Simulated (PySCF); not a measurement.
Work out the structure from these simulated measurements.

Formula: C11H10O3.

- Dipole: 4.83 D [B3LYP/def2-SVPD]
- Triplet: lowest triplet excitation (Tamm–Dancoff): 2.96 eV [TDA B3LYP/def2-SVPD]
- UV, first state: lowest singlet excitation: 4.11 eV (302 nm, f = 0.300) [TDDFT B3LYP/def2-SVPD]
- Rotational structure: rotational constants A, B, C: 1.262, 0.477, 0.348 GHz [PBE0-D3(BJ)/def2-SVP]
- NMR, other nuclei: isotropic shieldings of nuclei other than C and H, by class: -63 (1 O), 52 (1 O), 209 (1 O) ppm [GIAO KT2/pcSseg-1]
- 13C NMR: chemical shifts (computed TMS as zero) by class: 157.4 (1 C), 152.3 (1 C), 149.0 (1 C), 143.6 (1 C), 118.0 (1 C), 108.8 (1 C), 108.6 (1 C), 108.0 (1 C), 91.7 (1 C), 54.7 (1 C), 20.5 (1 C) ppm [GIAO KT2/pcSseg-1]

Gas-phase values; electronic properties from PySCF, density fitting. Levels stand in brackets. One conformer (not necessarily the lowest) at the PBE0-D3(BJ)/def2-SVP geometry, without solvent, vibrations or thermal averaging. NMR classes are plain means over equivalent atoms (diastereotopic ones count apart unless rotation or inversion swaps them), as if these changed places fast.

Question: Give a SMILES that accounts for the data.

Answer: Numbering: `[CH3:1][O:2][c:3]1[cH:4][cH:5][c:6]2[c:7]([CH3:8])[cH:9][c:10](=[O:11])[o:12][c:13]2[cH:14]1`. Its formula, C11H10O3, gives 7 degrees of unsaturation: 2 rings and 5 π bonds in the structure found (Kekulé form). 11 carbons fall into 11 classes; from least to most shielded: aromatic carbon bearing oxygen [C3] (157.4 ppm), ring-fusion aromatic carbon [C13] (152.3 ppm), ring carbonyl carbon [C10] (149.0 ppm), unsaturated ring carbon [C7] (143.6 ppm), aromatic CH carbon [C5] (118.0 ppm), unsaturated ring CH carbon [C9] (108.8 ppm), ring-fusion aromatic carbon [C6] (108.6 ppm), aromatic CH carbon [C4] (108.0 ppm), aromatic CH carbon [C14] (91.7 ppm), methoxy carbon [C1] (54.7 ppm), carbon bonded to C and 3 H [C8] (20.5 ppm). The other shieldings belong to: -63 ppm, carbonyl oxygen [O11]; 52 ppm, ring oxygen [O12]; 209 ppm, aryl ether oxygen [O2]. By its constants the optimised geometry is an asymmetric top. Structure: 7-methoxy-4-methylcoumarin, `COc1ccc2c(C)cc(=O)oc2c1`. The assignments are read from this structure; whether some other isomer fits the data as well wasn't checked.

The values belong to the conformer `[CH3:1][O:2][c:3]1[cH:4][cH:5][c:6]2[c:7]([CH3:8])[cH:9][c:10](=[O:11])[o:12][c:13]2[cH:14]1`: C1–O2–C3–C4 180°.
